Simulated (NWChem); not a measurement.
Program: NWChem. System: HO3S, charge 0, spin multiplicity 2, at a geometry optimised with UB3LYP/def2-SVP. The structure started from a generated list of species. Its SCF solution wasn't tested for a lower state. Level: ULDA (SVWN5)/def2-TZVP.

The NWChem input:

```
start mol
memory heap 200 mb stack 900 mb global 1100 mb
geometry units angstroms nocenter noautoz noautosym
  O     -0.364424     1.417136     0.127850
  S     -0.151831     0.008185    -0.266891
  O     -0.980763    -1.094119     0.241267
  O      1.407010    -0.392735     0.149055
  H      1.934710     0.426785     0.124880
end
basis spherical
  * library def2-tzvp
end
dft
  xc slater vwn_5
  odft
  mult 2
  semidirect memsize 60000000 filesize 0
  iterations 100
end
task dft energy
```

Part of the output:

```
             Northwest Computational Chemistry Package (NWChem) 7.3.0
             --------------------------------------------------------

                                NWChem Input Module
                                -------------------

 Scaling coordinates for geometry "geometry" by  1.889725989
 (inverse scale =  0.529177249)

                             Geometry "geometry" -> ""
                             -------------------------

 Output coordinates in angstroms (scale by  1.889725989 to convert to a.u.)

  No.       Tag          Charge          X              Y              Z
 ---- ---------------- ---------- -------------- -------------- --------------
    1 O                    8.0000    -0.36442400     1.41713600     0.12785000
    2 S                   16.0000    -0.15183100     0.00818500    -0.26689100
    3 O                    8.0000    -0.98076300    -1.09411900     0.24126700
    4 O                    8.0000     1.40701000    -0.39273500     0.14905500
    5 H                    1.0000     1.93471000     0.42678500     0.12488000

 Effective nuclear repulsion energy (a.u.)     183.9273011262

            Nuclear Dipole moment (a.u.)
            ----------------------------
        X                 Y               Z
 ---------------- ---------------- ----------------
    -0.0000037795     0.0000018897     0.0000000000


 Summary of "ao basis" -> "" (spherical)
 ------------------------------------------------------------------------------
       Tag                 Description            Shells   Functions and Types
 ---------------- ------------------------------  ------  ---------------------
 *                         def2-tzvp                  on all atoms

                                 NWChem DFT Module
                                 -----------------

 Summary of "ao basis" -> "ao basis" (spherical)
 ------------------------------------------------------------------------------
       Tag                 Description            Shells   Functions and Types
 ---------------- ------------------------------  ------  ---------------------
[...]
 overlap   0.827  0.990  0.990  0.998  0.994  0.996  0.997  0.988  0.986  0.997

   alpha     41     42     43     44     45     46     47     48     49     50
    beta     41     42     43     44     45     46     47     48     49     50
 overlap   0.999  0.999  0.998  1.000  0.999  1.000  0.999  0.999  0.998  0.997

   alpha     51     52     53     54     55     56     57     58     59     60
    beta     51     52     53     54     55     56     57     58     59     60
 overlap   0.998  0.998  0.998  0.999  0.999  0.984  0.983  0.997  0.995  0.965

   alpha     61     62     63     64     65     66     67     68     69     70
    beta     61     62     63     64     65     66     67     68     69     70
 overlap   0.965  0.997  1.000  0.989  0.989  0.999  0.999  0.999  0.999  0.997

   alpha     71     72     73     74     75     76     77     78     79     80
    beta     71     72     73     74     75     76     77     78     79     80
 overlap   0.992  0.998  0.994  0.999  0.998  0.995  0.997  0.995  0.998  0.999

   alpha     81     82     83     84     85     86     87     88     89     90
    beta     81     82     83     84     85     86     87     88     89     90
 overlap   0.995  0.995  0.997  0.997  0.999  1.000  0.995  0.995  1.000  1.000

   alpha     91     92     93     94     95     96     97     98     99    100
    beta     91     92     93     94     95     96     97     98     99    100
 overlap   1.000  1.000  1.000  0.994  0.993  0.984  0.939  0.943  0.993  0.979

   alpha    101    102    103    104    105    106    107    108    109    110
    beta    101    102    103    104    105    106    107    108    109    110
 overlap   0.972  0.996  0.997  0.998  0.997  0.997  0.996  0.996  0.999  0.999

   alpha    111    112    113    114    115    116    117    118    119    120
    beta    111    112    113    114    115    116    117    118    119    120
 overlap   1.000  1.000  1.000  1.000  0.999  1.000  1.000  0.997  0.997  1.000

   alpha    121    122    123    124    125    126    127    128    129    130
    beta    121    122    123    124    125    126    127    128    129    130
 overlap   1.000  0.999  0.996  0.959  0.959  1.000  1.000  1.000  1.000  1.000

   alpha    131    132    133    134    135    136
    beta    131    132    133    134    135    136
 overlap   1.000  1.000  1.000  1.000  1.000  1.000

     --------------------------
     Expectation value of S2:
     --------------------------
      <S2> =      0.7512 (Exact =     0.7500)

 center of mass
 --------------
 x =  -0.04471152 y =  -0.00988028 z =  -0.00277949

 moments of inertia (a.u.)
 ------------------
         206.268227248148          -3.025451746383          -1.288113787539
          -3.025451746383         205.262345177727           8.132605272761
          -1.288113787539           8.132605272761         384.099012527893

     Multipole analysis of the density
     ---------------------------------

     L   x y z        total         alpha         beta         nuclear
     -   - - -        -----         -----         ----         -------
     0   0 0 0     -0.000000    -21.000000    -20.000000     41.000000

     1   1 0 0      0.921328      0.608476      0.312857     -0.000004
     1   0 1 0      0.348542      0.171047      0.177493      0.000002
     1   0 0 1     -0.365753      0.057667     -0.423419      0.000000

     2   2 0 0    -19.605392    -62.309088    -59.810739    102.514435
     2   1 1 0      1.597924     -0.817775     -0.577672      2.993371
     2   1 0 1      0.436737     -0.310763     -0.330962      1.078461
     2   0 2 0    -24.612437    -62.280936    -58.964895     96.633394
     2   0 1 1      0.249869      2.126600      2.095434     -3.972166
     2   0 0 2    -20.829624    -15.100721    -12.619165      6.890262

 Task  times  cpu:       19.6s     wall:       19.6s

 Total times  cpu:       19.7s     wall:       19.7s
```
